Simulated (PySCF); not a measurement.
Coordinates in bohr (charge 0 multiplicity 1):
```
W     0.0000   -0.5071    0.0000
S    -0.0012    0.9759    3.7482
S     3.2466    0.9759   -1.8731
S    -3.2454    0.9759   -1.8751
```

Computed with PBE0/[W def2-SVP with ECP60, S def2-SVP], scalar-relativistic core potentials, density fitting, no spin–orbit coupling, PySCF.

This geometry of WS3 is a stationary point at this level.

Task: What is the point group?

Result: C3v.

Task: Is it a minimum?

Result: Yes: all harmonic wavenumbers are real.

Task: What are the dipole moment and the gap between the highest occupied and lowest empty levels?

Result: 3.63 D and 2.44 eV.

Task: Give the atomic charges and bond orders.

Result: 
```csv
atom,Mulliken,Löwdin,polar tensor,Mayer order to W1
W1,0.51,-0.66,1.15,–
"S2,3,4",-0.17,0.22,-0.38,2.09
```

Task: Give the ideal-gas entropy at 298.15 K and 1 bar by parts.

Result: translation 179.1, rotation 109.2, vibration 35.6, spin 0.0; total 323.9 J/(mol K).

Stability towards spin polarisation was not tested. Only a few start shapes were tried, so a lower isomer may exist. With an element this heavy the missing spin–orbit coupling can shift these numbers.
